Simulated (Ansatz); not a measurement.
Born–Oppenheimer molecular dynamics of Cl$_{2}$GeH$_{2}$ (5 atoms, charge 0, multiplicity 1). It goes on from the last frame of an earlier run, with new velocities.

The calculation used RKS CAM-B3LYP-D4/def2-SVP (Ansatz).

```yaml
ensemble: NVE (velocity Verlet)
time_step: 0.5 fs
steps_asked: 166
starting_velocities_drawn_for: 1000 K
seed: 949981
```

First frame:

```xyz
5
Properties=species:S:1:pos:R:3
Ge 0.029 0.000 0.018
H -0.238 -0.032 1.523
H 1.392 0.060 -0.677
Cl -1.016 1.752 -0.717
Cl -1.016 -1.753 -0.716
```

(1) How far do the bonds stretch over the last three quarters of this one trajectory? (Pairs bonded in most of those frames.)

Answers

(1) 
```csv
bond,mean (Å),spread (Å),shortest,longest
Ge1–H2,1.549,0.084,1.41,1.66
Ge1–H3,1.535,0.042,1.47,1.60
Ge1–Cl4,2.162,0.027,2.12,2.19
Ge1–Cl5,2.163,0.030,2.11,2.20
```

Mean temperature of the second half: 512 K. The conserved energy stayed within 0.39 meV per atom of its start (net change 0.21 meV per atom), so the integration is sound. Over the second half the temperature averaged 0.51 of the 1000 K drawn at the start: a run that starts near a minimum puts about half its kinetic energy into the potential. A run of 0.083 ps of so small a system gives no equilibrium averages.

Time of the run: 4.6 min on 2 threads of Arm Neoverse V1 (shared host), peak memory 0.18 GiB.
